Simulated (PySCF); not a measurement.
From one molecule to another.

First species: C6H13FGe.
SMILES: `C[C@@H]1CC[CH2][Ge@@H]([F])[CH2]1`

Second species: C6H13FGe.
Z-matrix (Å and degrees, PBE0-D3(BJ)/def2-SVP geometry), rows numbered from 1:
```
C 
C   1  1.5248
C   2  1.5337  1  110.87
Ge  3  1.9595  2  111.71  1  -179.25
C   4  1.9643  3  101.97  2    43.54
C   5  1.5190  4  109.83  3   -43.22
F   6  1.3906  5  108.34  4   -64.49
C   6  1.5236  5  115.10  4    56.54
H   1  1.1027  2  110.86  3    63.02
H   1  1.1016  2  111.55  3  -176.92
H   1  1.1003  2  111.12  3   -56.51
H   2  1.1044  1  107.86  3   118.37
H   3  1.1048  2  109.66  1   -59.85
H   3  1.1016  2  110.48  1    57.25
H   4  1.5428  3  111.96  2   162.12
H   4  1.5397  3  111.38  2   -75.65
H   5  1.1001  4  112.07  3  -165.74
H   5  1.1014  4  108.22  3    76.08
H   6  1.1049  5  109.88  4   179.88
H   8  1.1049  2  110.07  1    67.04
H   8  1.1019  2  108.42  1   -48.89
```

Levels: CAM-B3LYP/def2-SVPD for HOMO energy, LUMO energy, HOMO–LUMO gap and static isotropic polarisability; TDDFT CAM-B3LYP/def2-SVPD for lowest singlet excitation; TDA CAM-B3LYP/def2-SVPD for lowest triplet excitation (Tamm–Dancoff); ΔSCF CAM-B3LYP/def2-SVPD for vertical ionisation energy. Geometries: PBE0-D3(BJ)/def2-SVP. All species are isolated and taken at one optimised geometry, non-relativistic unless stated. Electronic properties by PySCF.

Values for the first species:

```
HOMO energy                              : -9.13 eV
LUMO energy                              : 1.20 eV
HOMO–LUMO gap                            : 10.33 eV
Lowest singlet excitation                : 7.23 eV
Lowest triplet excitation (Tamm–Dancoff) : 6.98 eV
Static isotropic polarisability          : 97.0 au
Vertical ionisation energy               : 9.80 eV
```

**Question.** Estimate the same properties for the second species, and the change in each.

**Answer.** 
```json
{"property": "HOMO energy", "first": "-9.13 eV", "second": "-9.16 eV", "second less first": "-0.03 eV"}
{"property": "LUMO energy", "first": "1.20 eV", "second": "1.10 eV", "second less first": "-0.10 eV"}
{"property": "HOMO–LUMO gap", "first": "10.33 eV", "second": "10.26 eV", "second less first": "-0.07 eV"}
{"property": "lowest singlet excitation", "first": "7.23 eV", "second": "7.47 eV", "second less first": "+0.24 eV"}
{"property": "lowest triplet excitation (Tamm–Dancoff)", "first": "6.98 eV", "second": "7.25 eV", "second less first": "+0.27 eV"}
{"property": "static isotropic polarisability", "first": "97.0 au", "second": "99.7 au", "second less first": "+2.7 au"}
{"property": "vertical ionisation energy", "first": "9.80 eV", "second": "9.81 eV", "second less first": "+0.01 eV"}
```

On the first: The vertical singlet–triplet gap S1 − T1 is 0.25 eV (TDDFT singlet less Tamm–Dancoff triplet; S1: HOMO→LUMO+1, weight 0.85; T1: HOMO→LUMO+1, weight 0.78). The 10 singlets span 7.23 to 8.78 eV, and their oscillator strengths add up to 0.32. The calculation is non-relativistic and has no spin–orbit coupling, an omission that weighs most on germanium.

On the second: No computed singlet falls in the visible range (750 to 380 nm, 1.65 to 3.26 eV); S1 lies 4.21 eV above its blue end. The ΔSCF ionisation energy exceeds −ε(HOMO) by 0.65 eV with CAM-B3LYP. The calculation is non-relativistic and has no spin–orbit coupling, an omission that weighs most on germanium.

One conformer stands for the species.
